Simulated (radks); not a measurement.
The titanium ion Ti12+, 10 electrons, occupied as [Ne]. Calculated with a radial shooting solver on a logarithmic mesh with Libxc functionals: Dirac Kohn-Sham, PW91, spin-unpolarised, spherical densities, point nucleus.

Radial electron density D(r) = 4 pi r^2 rho(r):

```
   r/bohr * D(r) (the largest magnitude, 26, reaches the edge; | marks zero)
  0.00561 |    *
 0.007019 |      *
 0.008781 |         *
  0.01099 |              *
  0.01374 |                   *
   0.0172 |                          *
  0.02151 |                                  *
  0.02691 |                                          *
  0.03367 |                                                 *
  0.04212 |                                                     *
   0.0527 |                                                      *
  0.06593 |                                                  *
  0.08315 |                                           *
    0.104 |                                       *
   0.1301 |                                        *
   0.1628 |                                               *
   0.2037 |                                                      *
   0.2548 |                                                      *
   0.3188 |                                            *
   0.3989 |                           *
    0.499 |            *
   0.6243 |   *
    0.781 |*
   0.9771 *
    1.222 *
```

D(r) has 2 maxima, at r = 0.0479, 0.230 bohr, and minima at 0.112 bohr, inside which lie 2.16 electrons.
